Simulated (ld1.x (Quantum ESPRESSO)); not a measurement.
germanium (Ge): one change to a TM potential, before and after

Ge (Z = 32), norm-conserving Troullier–Martins (Kleinman–Bylander form), made with ld1.x (Quantum ESPRESSO) 7.5 (LDA (PZ), scalar-relativistic). Core [Ar], reference 3d10 4s2 4p1.75 (charge +0.25). Waves: 4s (bound): rc 1.20 bohr; 4p (bound): rc 2.35 bohr; 3d (bound): rc 0.95 bohr. Local part: all-electron potential smoothed inside 1.70 bohr (lloc = -1). Core correction: none.

Change: local potential all-electron potential smoothed inside 0.88 bohr (lloc = -1).

Cutoffs: the cutoffs (Ry, on a coarse ladder) from which the occupation-weighted sum of valence levels, in a spherical-Bessel basis at the reference potential, stays within 10 and 1 mRy of its value at 400 Ry; they do not see the model core or the augmentation charge, which bear on the density cutoff. Errors are all-electron minus pseudo energies relative to the spin-unpolarised reference configuration.

Question: What does the change do?

Answer: A bound ghost appears in s, which as a rule spoils a file; the number of tests that count goes from 8 to 9; of the 8 tests that both files solve, the error grows in 5 and shrinks in 0 by more than 15 % and 0.3 meV (median size 3.4 → 6.8 meV); the range in which the s phases agree widens (upper end 0.9 → 2.9); the range in which the p phases agree narrows (upper end 2.4 → 0.1). In the separable form a ghost depends on how the local part lies against the semilocal potential of the channel, so the choice of the local part can create or remove one. That the errors move this way runs against the usual rule that smaller radii transfer better.

| quantity | base | changed |
| --- | --- | --- |
| cutoff, loose | 260 Ry | 260 Ry |
| cutoff, tight | over 300 Ry | over 300 Ry |
| bound ghosts | none | s |
| tests counted (converged, no solver errors) | 8 of 9 | 9 of 9 |
| error for 3d10 4s2 4p2, meV [ΔE -1.22 eV] | +0.2 | +0.4 |
| error for 3d10 4s2 4p1, meV [ΔE 6.41 eV] | -0.1 | +1.8 |
| error for 3d10 4s2 4p0, meV [ΔE 22.13 eV] | +0.1 | -7.3 |
| error for 3d10 4s1 4p2, meV [ΔE 15.19 eV] | +9.2 | +27 |
| error for 3d10 4s2 4p2.3, meV [ΔE -2.15 eV] | +0.6 | +1.4 |
| error for 3d9 4s2 4p2, meV [ΔE 37.72 eV] | -85 | +1014 |
| error for 3d10 4s2 4p1.75 (spin-polarised), meV [ΔE -0.46 eV] | +6.3 | +6.4 |
| error for 3d10 4s2 4p2 (spin-polarised), meV [ΔE -1.79 eV] | +7.5 | +8.6 |
| s: phases at 2.56 bohr within 0.05 rad from the reference energy up to (Ry; the scan ends near 5) | 0.9 | 2.9 |
| p: phases at 2.56 bohr within 0.05 rad from the reference energy up to (Ry; the scan ends near 5) | 2.4 | 0.1 |
| d: phases at 2.56 bohr within 0.05 rad from the reference energy up to (Ry; the scan ends near 5) | 0.4 | to the end of the scan |

Base: Tests not counted: 3d10 4s0 4p0 (solver errors, printed error +71 meV). Changed file: These tests converged, but a pseudo level misses the all-electron one widely, so the file describes the atom poorly there or has found another state: 3d9 4s2 4p2: 3d by 4.0 eV (a node warning on the way). A true bound ghost makes a file unfit for plane-wave use even where its test errors are small: the radial tests pick states by their node count and pass the ghost by.
